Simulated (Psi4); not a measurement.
Complex: SiH4 (SMILES [SiH4]) (first 5 atoms) with CH2O (SMILES C=O); geometry from B3LYP-D3(BJ)/def2-TZVP, rigid monomers moved along the line of their centres of mass till Si1···C6 is 5.33 Å.
(charge 0, multiplicity 1):
```xyz
9

Si     0.021     0.092     0.177
H     -0.651    -1.110     0.724
H      0.493     0.928     1.304
H     -0.939     0.862    -0.644
H      1.175    -0.322    -0.651
C     -0.295    -0.552     5.454
O      0.019    -0.005     6.473
H     -1.269    -0.366     4.960
H      0.369    -1.277     4.945
```

Calculation: SAPT0/jun-cc-pV(D+d)Z (Psi4 1.11).

Question: Which attractive term is largest, and how does the interaction split up?

Answer: electrostatics -0.3, exchange 0.3, induction -0.8, dispersion -4.5, total -5.2 meV; the largest attraction is dispersion.
